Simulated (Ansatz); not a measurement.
Ga, doublet; Ansatz (an electronic-structure program) with WB97X-V/def2-SVPD.

Ansatz was given this input:
Ansatz 0.2 input:
```yaml
crystal:
  periodic: [false, false, false]
  atoms:
    - {symbol: Ga, position_ang: [0.00000000, 0.00000000, 0.00000000]}
basis:
  gaussian:
    orbitals: def2-SVPD
hamiltonian:
  xc: {name: wB97X-V}
magnetization: {spin_polarized: true, initial_magnetization: 1}
accuracy: high
```

It wrote (shortened):

```
Functional definition: wB97X-V
371 factors; integrals over basis functions are off by at most 3.9e-9 eV
120 factors; integrals over basis functions are off by at most 2.8e-9 eV
mean field evaluation 1: about -52364.7892 eV, gradient 6.5e0 eV
mean field evaluation 2: about -52364.8544 eV, gradient 6.1e0 eV
mean field evaluation 4: about -52364.9239 eV, gradient 4.9e-1 eV
mean field evaluation 8: about -52364.9382 eV, gradient 6.3e-3 eV
mean field evaluation 16: about -52364.9382 eV, gradient 1.9e-7 eV
mean field -52364.93819673 eV, -1924.3759845000 hartree, gradient 6.8e-8 eV, S^2 0.753765; 0 other end points of the search recorded, 0 dependent functions left out
reference -52364.93819668 eV, -1924.3759844981 hartree; 16, 15 occupied and 22, 23 virtual orbitals, 371 factors
Total energy: -52364.93819668 eV, -1924.3759844981 hartree
```
